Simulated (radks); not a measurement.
Values are calculated unless marked as measured or tabulated.
Spherical quantum dot in the effective-mass picture: electrons in a hard-walled sphere of radius 1.8, with a point charge +2 (a donor) at the centre, all in effective atomic units (hartree* = m*/eps^2 hartree, bohr* = eps/m* bohr), one dielectric constant everywhere. Level of theory: non-relativistic Kohn-Sham, LDA (Slater exchange, Perdew-Wang correlation), spin-polarised, spherical densities (a radial shooting solver with Libxc functionals). Levels are named by radial order and angular momentum (1s, 1p, 1d, 2s, ...), and open shells are averaged over m.

N = 7, configuration 1s2 1p(up 3, down 2). This is the lowest configuration that the search found. Occupied and some empty levels:

level,occupation,eigenvalue (hartree*),<r> (bohr*)
1s up,1,4.2635,0.7817
1s down,1,4.3170,0.7791
1p up,3,6.2592,1.072
1p down,2,6.3226,1.072
2s up,0,7.9860,0.8956
2s down,0,8.0294,0.8974
1d up,0,8.2404,1.178
1d down,0,8.3028,1.179
1f up,0,10.595,1.246
1f down,0,10.656,1.247

Energy (hartree*): total 19.3880, kinetic 19.350, external -17.366, Hartree 22.076, exchange-correlation -4.6719.

Electron density:

r (bohr*),n(r) (e/bohr*^3)
0.0418,2.997
0.177,1.866
0.312,1.302
0.447,1.028
0.582,0.8913
0.717,0.8064
0.852,0.7257
0.988,0.6248
1.12,0.4970
1.26,0.3520
1.39,0.2097
1.53,0.09389
1.66,0.02255
1.80,0.00002321
